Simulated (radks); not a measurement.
Exchange energies: the exact (Fock) value of the Kohn-Sham orbitals and density-functional approximations, as 100 (|E| - |E exact|)/|E exact|, negative where the magnitude is too small. Species: Pd [Kr] 4d10; Li+ [He]. Calculated with a radial shooting solver on a logarithmic mesh with Libxc functionals: non-relativistic Kohn-Sham, exchange-only LDA, spin-polarised, spherical densities, point nucleus. Every spin shell is full or empty, so the densities are truly spherical. Functionals are evaluated on that one density, not self-consistently.

functional,Pd,Li+
exact (hartree),-138.777,-1.61473
LDA,-4.93,-13.89
B88,+0.11,-0.19
PBEsol,-2.25,-5.77
RPBE,-0.14,+0.36
PW86,-0.07,+0.51
OPTX,+1.22,-0.08
WC,-0.81,-3.41
AM05,-4.58,-10.66
G96,+0.42,+0.16
EV93,-0.17,+4.65
APBE,+0.41,+0.25
revTPSS,-0.83,+0.31
SCAN,+0.24,+0.38
r2SCAN,-0.03,+0.38
MVS,+0.11,+0.42
